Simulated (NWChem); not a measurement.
Species: AlHOClF; SMILES [OH][Al]([Cl])[F]

```xyz
5

Al    -0.0533     0.3901     0.0000
F      1.3261     1.3046     0.0000
Cl     0.1116    -1.6781     0.0000
O     -1.5799     1.0950     0.0000
H     -1.7724     2.0337     0.0000
```
Atoms are numbered in this order, from 1.

Results from NWChem. Pople sets run with spherical d functions. STO-3G and 3-21G are far too small for this property and stand as cheap habits. Coordinates come from a PBE0/def2-SVP optimisation. GIAO values for the isolated, static molecule; σ is the absolute isotropic shielding, δ = σ(reference) − σ with the isolated reference molecule computed at the same levels (19F: trichlorofluoromethane, 1H: tetramethylsilane, 17O: water).

```tsv
level	σ Al1 (ppm)	δ F2 (ppm)	σ Cl3 (ppm)	δ O4 (ppm)	δ H5 (ppm)	relative time
Hartree-Fock/6-31G*	547.7	-111.4	1089.0	1.9	1.73	8
PBE0/pcSseg-1	466.1	-167.1	1031.6	21.0	1.80	10
Hartree-Fock/STO-3G	500.3	-109.5	1224.2	-47.3	-1.03	1
```

Times are rough ratios from one shared machine.
